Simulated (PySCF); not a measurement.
FH₃MgOSi, SMILES [SiH3][O][Mg][F]. The structure is a stationary point at PBE0-D3(BJ)/def2-SVP. One conformer was computed; it need not be the lowest.

### Question
Give the equilibrium geometry at PBE0-D3(BJ)/def2-SVP (PySCF confirms it by a frequency run) as Cartesian coordinates in Å, and its point group. (The exact figures need the calculation; the answer reports its results.)

### Answer
This is not unique; one that fits is point group C3v.
```xyz
7

Mg     0.0000     0.0000     1.2681
F      0.0000     0.0000     3.0256
O      0.0000     0.0000    -0.5188
Si     0.0000     0.0000    -2.1572
H     -1.2105     0.6989    -2.6987
H      0.0000    -1.3978    -2.6987
H      1.2105     0.6989    -2.6987
```
